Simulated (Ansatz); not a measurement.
Geometry optimisation, RKS PBE/6-31G (Ansatz).

Input:

```yaml
crystal:
  periodic: [false, false, false]
  atoms:
    - { symbol: Si, position_ang: [0.0, 0.0, 0.0] }
    - { symbol: "N", position_ang: [0.0, 0.0, 1.82] }
    - { symbol: C, position_ang: [-1.2162, -0.3762, 2.555] }
    - { symbol: H, position_ang: [-1.8642, -0.9999, 1.9045] }
    - { symbol: H, position_ang: [-0.9378, -0.9533, 3.4614] }
    - { symbol: H, position_ang: [-1.7663, 0.5401, 2.8549] }
    - { symbol: C, position_ang: [1.2162, 0.3762, 2.555] }
    - { symbol: H, position_ang: [1.4641, -0.4163, 3.2916] }
    - { symbol: H, position_ang: [2.0585, 0.4943, 1.8418] }
    - { symbol: H, position_ang: [1.0457, 1.3351, 3.0874] }
    - { symbol: O, position_ang: [1.5842, 0.0, -0.5594] }
    - { symbol: C, position_ang: [2.3503, -1.1632, -0.836] }
    - { symbol: H, position_ang: [1.7187, -1.9052, -1.3675] }
    - { symbol: H, position_ang: [3.2179, -0.8926, -1.4733] }
    - { symbol: H, position_ang: [2.7141, -1.6023, 0.1163] }
    - { symbol: C, position_ang: [-0.8808, 1.5259, -0.6227] }
    - { symbol: H, position_ang: [-1.9334, 1.2723, -0.8671] }
    - { symbol: H, position_ang: [-0.8624, 2.3106, 0.1622] }
    - { symbol: H, position_ang: [-0.3704, 1.9025, -1.5336] }
    - { symbol: H, position_ang: [-0.6877, -1.1914, -0.4862] }
basis:
  gaussian: { orbitals: "6-31G" }
hamiltonian:
  xc: pbe
relax:
  f_tol: 0.02
  max_steps: 40
```

Run as:

```bash
$ ansatz run input.yaml --threads 1 --pin off --max-ram 2048MiB --backend cpu --events-out ev --progress --plain --runs-dir out
```

Task: Where does it end, and by what steps?

Result: The run converged. The force dipped under the threshold on the way, but the program's further checks kept it going. Limits of this set-up: no polarisation functions. After 21 steps the energy has fallen by 0.489 eV; H9 moved furthest, 1.92 Å.

| step | energy less start (eV) | largest force component (eV/Å) | accepted |
| --- | --- | --- | --- |
| 0 | 0.0000 | 1.991 | yes |
| 1 | -0.2306 | 0.963 | yes |
| 2 | -0.3066 | 0.224 | yes |
| 3 | -0.3002 | 0.846 | no |
| 4 | -0.3378 | 0.062 | yes |
| 5 | -0.3585 | 0.145 | yes |
| 6 | -0.3839 | 0.190 | yes |
| 7 | -0.4046 | 0.304 | yes |
| 8 | -0.4200 | 0.321 | yes |
| 9 | -0.4343 | 0.222 | yes |
| 10 | -0.4490 | 0.199 | yes |
| 11 | -0.4588 | 0.181 | yes |
| 12 | -0.4643 | 0.229 | yes |
| 13 | -0.4729 | 0.156 | yes |
| 14 | -0.4815 | 0.050 | yes |
| 15 | -0.4857 | 0.104 | yes |
| 16 | -0.4875 | 0.097 | yes |
| 17 | -0.4885 | 0.043 | yes |
| 18 | -0.4889 | 0.019 | yes |
| 19 | -0.4891 | 0.007 | yes |
| 20 | -0.4893 | 0.007 | yes |
| 21 | -0.4893 | 0.009 | yes |

```xyz
20
Properties=species:S:1:pos:R:3
Si -0.089 0.163 -0.055
N -0.113 0.086 1.723
C -0.600 -1.088 2.454
H -1.130 -1.768 1.767
H 0.224 -1.656 2.937
H -1.309 -0.786 3.251
C 0.543 1.089 2.568
H 1.457 0.691 3.058
H 0.833 1.966 1.968
H -0.144 1.434 3.368
O 1.419 -0.296 -0.842
C 1.990 -1.627 -0.692
H 1.263 -2.422 -0.950
H 2.845 -1.693 -1.383
H 2.351 -1.802 0.340
C -0.347 1.935 -0.685
H -1.293 2.350 -0.302
H 0.484 2.588 -0.371
H -0.373 1.933 -1.787
H -1.160 -0.839 -0.463
```

Whether the end is a true minimum wasn't checked by a vibrational analysis.

Run time: 3.1 min on 1 thread of Arm Neoverse V1 (shared host), peak memory 0.19 GiB.
